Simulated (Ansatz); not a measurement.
Reaction (redistribution): `C[Si](Cl)(Cl)[GeH3]` + `C[SiH](F)C#N` → `C[Si](Cl)(Cl)C#N` + `C[SiH](F)[GeH3]`

Calculated with Ansatz (gas phase, PBE0-D4/def2-TZVP geometries, no zero-point term in ΔE). CBS: MP2 limit from def2 TZ/QZ plus the TZ coupled-cluster correction, frozen cores. Functionals use def2-TZVPP. B3LYP here is the variant with VWN-RPA as its local correlation; programs differ in this. HSE06 is defined as in plane-wave codes. For Ge outer-core shells are correlated without core-valence functions, which leaves a few kJ/mol of doubt a bond. Scalar relativity is left out up to krypton.

| level | ΔE (kcal/mol) | difference from CCSD(T)/CBS |
| --- | --- | --- |
| LDA (SPW92) | 3.3 | -0.8 |
| revPBE-D4 | 3.3 | -0.8 |
| BLYP-D4 | 3.7 | -0.4 |
| r2SCAN-D4 | 3.6 | -0.5 |
| B97M-V | 3.1 | -1.0 |
| PBE0-D4 | 3.8 | -0.3 |
| B3LYP-D4 | 4.0 | -0.1 |
| r2SCANh-D4 | 3.7 | -0.4 |
| r2SCAN0-D4 | 3.9 | -0.2 |
| HSE06-D4 | 3.8 | -0.3 |
| BHLYP-D4 | 4.4 | 0.3 |
| CAM-B3LYP-D4 | 3.8 | -0.3 |
| PBE-QIDH | 3.9 | -0.2 |
| PBE | 3.4 | -0.7 |
| revPBE | 3.3 | -0.8 |
| BLYP | 3.5 | -0.6 |
| r2SCAN | 3.6 | -0.5 |
| B3LYP | 3.7 | -0.4 |
| r2SCANh | 3.7 | -0.4 |
| r2SCAN0 | 3.9 | -0.2 |
| HSE06 | 3.7 | -0.4 |
| BHLYP | 4.0 | -0.1 |
| CAM-B3LYP | 3.7 | -0.4 |
| LC-ωPBE | 3.5 | -0.6 |
| RPA@PBE/def2-TZVPP | 3.7 | -0.4 |
| HF/def2-SVP | 4.0 | -0.1 |
| MP2/def2-SVP | 3.2 | -0.9 |
| CCSD/def2-SVP | 3.2 | -0.9 |
| CCSD(T)/def2-SVP | 3.1 | -1.0 |
| HF/def2-TZVPP | 4.5 | 0.4 |
| MP2/def2-TZVPP | 4.0 | -0.1 |
| SCS-MP2/def2-TZVPP | 4.0 | -0.1 |
| CCSD/def2-TZVPP | 3.9 | -0.2 |
| CCSD(T)/def2-TZVPP | 3.9 | -0.2 |
| HF/def2-QZVPP | 4.5 | 0.4 |
| MP2/def2-QZVPP | 4.2 | 0.1 |
| SCS-MP2/def2-QZVPP | 4.1 | 0.0 |
| HF/CBS(def2) | 4.5 | 0.4 |
| MP2/CBS(def2) | 4.3 | 0.2 |
| CCSD/CBS(def2) | 4.2 | 0.1 |
| CCSD(T)/CBS | 4.1 | 0 |

Largest T1 diagnostic among the species: 0.012.

Leaving LDA and LC-ωPBE aside and taking each functional with its dispersion term where it has one, the values spread over 1.3 kcal/mol, from B97M-V to BHLYP-D4. At CCSD(T), def2-SVP lies −1.0 kcal/mol from the extrapolated value and def2-TZVPP −0.2 kcal/mol.

CCSD(T)/CBS has its own doubt, a few kJ/mol and more with outer-core shells, so smaller differences from it don't rank the levels.
